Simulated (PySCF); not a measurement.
PySCF input for Al(H)(NCO)2 (C2HAlN2O2), SMILES O=C=[N][AlH][N]=C=O, PBE0-D3(BJ)/def2-SVP. Geometry: PBE0-D3(BJ)/def2-SVP. The structure was generated by enumeration; whether it is a known compound was not checked. Other conformers were not sampled.

```python
import numpy as np
from pyscf import gto, scf, dft, df
from pyscf.hessian import thermo

mol = gto.M(
    atom='''
    Al    0.00000000    0.00000000    1.14398543
    H    -0.00000000    0.00000000    2.70834280
    N     0.00000000    1.51257915    0.22687870
    C    -0.00000000    2.54017853   -0.39679589
    O     0.00000000    3.53890263   -0.99968153
    N    -0.00000000   -1.51257916    0.22687870
    C     0.00000000   -2.54017853   -0.39679589
    O     0.00000000   -3.53890263   -0.99968153
    ''',
    basis='def2-SVP',
    charge=0,
    spin=0,
    max_memory=1600,
    verbose=3,
)
mf = dft.RKS(mol, xc='pbe0').density_fit(auxbasis='def2-universal-jkfit')
mf.disp = 'd3bj'
mf.grids.level = 3
mf.conv_tol = 1e-11
mf.max_cycle = 100
mf.kernel()

# [left out here: the lines that compute and print the analytic Hessian (its translational invariance restored by hand, since the grid's response is missing), thermochemistry and intensities]
```

Log of the run:

```
converged SCF energy = -578.505880571468

WARN: DFTD3 does not support analytical Hessian, using finite difference


WARN: Mole.unit (angstrom) is changed to Bohr

Mode                                 0                   1                   2
Irrep
Freq [cm^-1]                       39.9680             95.9265            115.5174
Reduced mass [au]                  15.0564             10.8753             14.3045
Force const [Dyne/A]                0.0142              0.0590              0.1125
Char temp [K]                      57.5051            138.0168            166.2039
Normal mode                   x     y     z       x     y     z       x     y     z
       0  Al                -0.00 -0.00 -0.07   -0.00 -0.01  0.00   -0.00  0.00  0.00
       1   H                -0.00 -0.00 -0.07   -0.00 -0.15  0.00   -0.00  0.00  0.00
       2   N                -0.00  0.00 -0.06    0.00  0.07  0.14   -0.16  0.00  0.00
       3   C                -0.00  0.06  0.02    0.00  0.01  0.04   -0.04 -0.00 -0.00
       4   O                 0.00  0.10  0.10   -0.00 -0.05 -0.06    0.08 -0.00 -0.00
       5   N                 0.00 -0.00 -0.06    0.00  0.07 -0.14    0.16 -0.00  0.00
       6   C                 0.00 -0.06  0.02    0.00  0.01 -0.04    0.04  0.00 -0.00
       7   O                -0.00 -0.10  0.10   -0.00 -0.05  0.06   -0.08  0.00 -0.00
Mode                                 3                   4                   5
Irrep
Freq [cm^-1]                      120.4964            253.8699            493.8198
Reduced mass [au]                   4.6239             13.8854              1.3505
Force const [Dyne/A]                0.0396              0.5273              0.1940
Char temp [K]                     173.3675            365.2623            710.4967
Normal mode                   x     y     z       x     y     z       x     y     z
       0  Al                -0.06  0.00  0.00   -0.00 -0.00 -0.06   -0.09 -0.00 -0.00
       1   H                -0.40  0.00  0.00   -0.00 -0.00 -0.06    0.85 -0.00 -0.00
       2   N                 0.14 -0.00 -0.00    0.00  0.11  0.10    0.04 -0.00  0.00
       3   C                 0.03 -0.00 -0.00    0.00  0.07  0.02    0.02 -0.00  0.00
       4   O                -0.08  0.00  0.00   -0.00  0.03 -0.05   -0.01 -0.00  0.00
       5   N                 0.14 -0.00  0.00   -0.00 -0.11  0.10    0.04  0.00  0.00
       6   C                 0.03 -0.00  0.00   -0.00 -0.07  0.02    0.02  0.00  0.00
       7   O                -0.08  0.00 -0.00    0.00 -0.03 -0.05   -0.01  0.00  0.00
Mode                                 6                   7                   8
Irrep
Freq [cm^-1]                      528.1131            627.5372            637.1872
Reduced mass [au]                  14.1581              2.3158             12.5173
Force const [Dyne/A]                2.3265              0.5373              2.9943
Char temp [K]                     759.8372            902.8863            916.7706
Normal mode                   x     y     z       x     y     z       x     y     z
       0  Al                -0.00  0.00  0.13   -0.00  0.11  0.00   -0.00  0.02 -0.00
       1   H                 0.00  0.00  0.13    0.00  0.63  0.00    0.00  0.05 -0.00
       2   N                 0.00  0.04 -0.04   -0.00 -0.02  0.02   -0.00  0.03  0.06
       3   C                 0.00  0.06 -0.05    0.00 -0.03  0.06    0.00 -0.10 -0.14
       4   O                -0.00  0.08 -0.04   -0.00 -0.07  0.03   -0.00  0.02  0.06
       5   N                -0.00 -0.04 -0.04   -0.00 -0.02 -0.02   -0.00  0.03 -0.06
       6   C                 0.00 -0.06 -0.05    0.00 -0.03 -0.06    0.00 -0.10  0.14
       7   O                 0.00 -0.08 -0.04   -0.00 -0.07 -0.03   -0.00  0.02 -0.06
Mode                                 9                  10                  11
Irrep
Freq [cm^-1]                      640.6940            651.7721            653.8636
Reduced mass [au]                  12.7313             12.7173             12.6407
Force const [Dyne/A]                3.0791              3.1830              3.1842
Char temp [K]                     921.8160            937.7549            940.7642
Normal mode                   x     y     z       x     y     z       x     y     z
       0  Al                -0.00  0.00 -0.00   -0.00  0.00  0.00    0.00 -0.00 -0.00
       1   H                 0.00  0.00 -0.01    0.00  0.00  0.00   -0.02 -0.00 -0.00
       2   N                 0.00  0.04  0.06   -0.07  0.00  0.00   -0.07  0.00 -0.00
       3   C                -0.00 -0.09 -0.15    0.17  0.00 -0.00    0.17  0.00 -0.00
       4   O                 0.00  0.03  0.06   -0.07  0.00  0.00   -0.07  0.00 -0.00
       5   N                -0.00 -0.04  0.06    0.07 -0.00 -0.00   -0.07  0.00  0.00
       6   C                 0.00  0.09 -0.15   -0.17 -0.00 -0.00    0.17  0.00  0.00
       7   O                -0.00 -0.03  0.06    0.07 -0.00  0.00   -0.07  0.00  0.00
Mode                                12                  13                  14
Irrep
Freq [cm^-1]                      707.0213           1526.3363           1532.3973
Reduced mass [au]                   1.7678             14.6587             14.8708
Force const [Dyne/A]                0.5207             20.1208             20.5744
Char temp [K]                    1017.2462           2196.0581           2204.7786
Normal mode                   x     y     z       x     y     z       x     y     z
       0  Al                -0.00  0.11  0.00   -0.00  0.00 -0.02   -0.00 -0.03 -0.00
       1   H                 0.00 -0.74 -0.00    0.00  0.00 -0.02    0.00 -0.01 -0.00
       2   N                 0.00 -0.02 -0.01   -0.00 -0.12  0.07    0.00  0.12 -0.07
       3   C                -0.00 -0.02  0.02    0.00 -0.02  0.01   -0.00  0.02 -0.01
       4   O                 0.00 -0.04  0.02   -0.00  0.10 -0.06   -0.00 -0.09  0.06
       5   N                 0.00 -0.02  0.01    0.00  0.12  0.07    0.00  0.12  0.07
       6   C                -0.00 -0.02 -0.02   -0.00  0.02  0.01   -0.00  0.02  0.01
       7   O                 0.00 -0.04 -0.02    0.00 -0.10 -0.06   -0.00 -0.09 -0.06
Mode                                15                  16                  17
Irrep
Freq [cm^-1]                     2037.6214           2441.9834           2477.8745
Reduced mass [au]                   1.0448             12.6896             12.6423
Force const [Dyne/A]                2.5559             44.5846             45.7336
Char temp [K]                    2931.6835           3513.4704           3565.1098
Normal mode                   x     y     z       x     y     z       x     y     z
       0  Al                -0.00 -0.00  0.04   -0.00 -0.00  0.00    0.00  0.00 -0.00
       1   H                 0.00  0.00 -0.98   -0.00 -0.01 -0.00   -0.00  0.00 -0.02
       2   N                 0.00  0.00 -0.00    0.00  0.07 -0.04   -0.00 -0.07  0.04
       3   C                -0.00 -0.00  0.00   -0.00 -0.15  0.09    0.00  0.15 -0.09
       4   O                -0.00  0.00 -0.00   -0.00  0.05 -0.03    0.00 -0.05  0.03
       5   N                -0.00 -0.00 -0.00    0.00  0.07  0.04    0.00  0.07  0.04
       6   C                 0.00  0.00  0.00   -0.00 -0.15 -0.09   -0.00 -0.15 -0.09
       7   O                 0.00 -0.00 -0.00   -0.00  0.05  0.03   -0.00  0.05  0.03
temperature 298.1500 [K]
pressure 101325.00 [Pa]
Rotational constants [GHz] 6.32637 0.81535 0.72226
Symmetry number 2
Zero-point energy (ZPE) 0.03550 [Eh]   93201.054 [J/mol]
                           tot       elec      trans        rot        vib
Entropy [J/mol/K]       367.317      0.000    167.596    114.931     84.789
Cv [J/mol/K]             98.976      0.000     12.472     12.472     74.032
Cp [J/mol/K]            107.290      0.000     20.786     12.472     74.032
Internal energy [J/mol]                      3718.434   3718.434 105604.683
Internal energy [Eh]   -578.46283  -578.50588
Enthalpy [J/mol]                             6197.391   3718.434 105604.683
Enthalpy [Eh]          -578.46188
Gibbs free energy [J/mol]                  -43771.386 -30548.354  80324.753
Gibbs free energy [Eh] -578.50359
static polarisability / bohr^3: [[28.834  0.    -0.   ]
 [-0.    85.903  0.   ]
 [ 0.     0.    49.72 ]]
largest difference of analytic and finite-field dipole derivatives / e: 0.0032987778451647465
mode   freq/cm-1   IR/(km/mol)   Raman/(A^4/amu)   depolarisation
   1       39.97         0.736             5.484            0.737
   2       95.93         0.012             0.864            0.750
   3      115.52         0.000             2.668            0.750
   4      120.50         0.363             0.002            0.750
   5      253.87        24.354             0.044            0.153
   6      493.82       174.713             3.424            0.750
   7      528.11        74.734            13.284            0.085
   8      627.54        13.300            10.602            0.750
   9      637.19         5.008             0.003            0.750
  10      640.69        59.861             0.656            0.496
  11      651.77         0.000             0.363            0.750
  12      653.86        80.918             0.036            0.750
  13      707.02       493.901             1.272            0.750
  14     1526.34        14.162            33.835            0.162
  15     1532.40        83.958             8.864            0.750
  16     2037.62       146.792           149.533            0.121
  17     2441.98      2515.861             0.490            0.750
  18     2477.87       663.469             3.398            0.003
max |gradient| / (hartree/bohr): 4.908493251604193e-05
APT charges: [ 1.9241 -0.3643 -1.349   1.3899 -0.8207 -1.349   1.3899 -0.8207]
```

Self-consistency was reached.
